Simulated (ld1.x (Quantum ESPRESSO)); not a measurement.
# boron: excitation energies, all-electron against ultrasoft

B, ultrasoft, made with ld1.x (Quantum ESPRESSO) 7.5 (revPBE, scalar-relativistic). Core [He], reference 2s2 2p0.5 (charge +0.5). Waves: 2s (bound): rcut 1.10, rcutus 1.55 bohr; 2s channel at -0.6 Ry: rcut 1.10, rcutus 1.55 bohr; 2p (bound): rcut 2.05, rcutus 2.15 bohr; 2p channel at 0.5 Ry: rcut 2.05, rcutus 2.15 bohr; 3d channel at 0.05 Ry: rcut 1.40, rcutus 1.70 bohr. Local part: all-electron potential smoothed inside 1.45 bohr (lloc = -1). Core correction: Bessel-smoothed model core inside 1.30 bohr. Augmentation charge: built from norm-conserving waves at rcut, not smoothed further.

Energies are relative to the spin-unpolarised reference configuration 2s2 2p0.5; without spin polarisation the order of configurations can differ from experiment. Not all tests gave a result: test run stopped at test 5 of 7 (negative rho). The frozen-core shift is the all-electron ΔE with the core orbitals held at their reference shape minus the fully relaxed ΔE.

**Question.** Give the all-electron excitation energy and the error of the potential for: 2s2 2p1; 2s2 2p0; 2s1 2p0; 2s1 2p2.

**Answer.**

```
valence configuration  charge  ΔE all-electron (eV)  error AE − PS (meV)  frozen-core shift (meV)
              2s2 2p1       0                -2.866                +2134                      0.0
              2s2 2p0      +1                 5.304                 +8.1                     +0.2
              2s1 2p0      +2                30.738                  +33                     +4.8
              2s1 2p2       0                 3.045                +2756                     +0.4
```

A Bessel basis up to 400 Ry misses an occupied level by 0.15 Ry, so cutoffs and ghosts were not judged.
